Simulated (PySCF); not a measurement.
Predicted microwave data (PBE0/pcSseg-1 in PySCF (dipole) on a GFN2-xTB geometry, gas phase) for one isomer of C7H10O:

```
Rotational constants : A = 3344, B = 1382, C = 1183 MHz
Dipole components    : |μa| = 0.01 D, |μb| = 2.06 D, |μc| = 1.49 D
Inertial defect      : -89.62 u·Å²
κ                    : -0.82
```

Problem. Which candidate fits, each taken in the one conformer that was computed?
A. `[CH2:1]=[C:2]([CH2:3][C:4]1=[CH:5][CH2:6]1)[O:7][CH3:8]` with C1–C2–C3–C4 97°, C2–C3–C4–C5 0°, C1–C2–O7–C8 -4°
B. `CC1=COC=C(C)C1`
C. `[CH2:1]=[CH:2][C:3](=[O:4])[C:5](=[CH2:6])[CH2:7][CH3:8]` with C1–C2–C3–O4 -10°, C2–C3–C5–C6 -38°, C3–C5–C7–C8 -74°
D. `[CH2:1]=[CH:2][C:3]([CH3:4])([CH:5]=[CH2:6])[CH:7]=[O:8]` with C1–C2–C3–C4 -159°, C2–C3–C5–C6 142°, C2–C3–C7–O8 104°
E. `[CH3:1][C@@H:2]([OH:3])[CH:4]1[CH:5]=[CH:6][CH:7]=[CH:8]1` with C1–C2–O3–H 57°, C1–C2–C4–C5 63°

Solution. C. It is C=CC(=O)C(=C)CC, an asymmetric top, point group C1. The candidates at the same level (rigid rotor, commonest isotopes):

| SMILES | A (MHz) | B (MHz) | C (MHz) | μa (D) | μb (D) | μc (D) | Δ (u·Å²) | point group | rotor |
| --- | --- | --- | --- | --- | --- | --- | --- | --- | --- |
| C[C@@H](O)C1C=CC=C1 | 4036 | 1537 | 1444 | 0.88 | 0.02 | 0.92 | -103.99 | C1 | near-prolate asymmetric top |
| C=C(CC1=CC1)OC | 4212 | 1168 | 1067 | 1.44 | 0.06 | 0.40 | -79.01 | C1 | near-prolate asymmetric top |
| C=CC(C)(C=C)C=O | 2139 | 2011 | 1532 | 2.23 | 1.29 | 0.37 | -157.74 | C1 | asymmetric top |
| CC1=COC=C(C)C1 | 3468 | 1752 | 1189 | 0.00 | 1.24 | 0.00 | -9.35 | C2v | asymmetric top |
| C=CC(=O)C(=C)CC | 3344 | 1382 | 1183 | 0.01 | 2.06 | 1.49 | -89.62 | C1 | asymmetric top |

`C=CC(C)(C=C)C=O` has B 45 % too high; `C=C(CC1=CC1)OC` has A 26 % too high; `CC1=COC=C(C)C1` has B 27 % too high; `C[C@@H](O)C1C=CC=C1` has C 22 % too high. No structure here is proved a minimum.
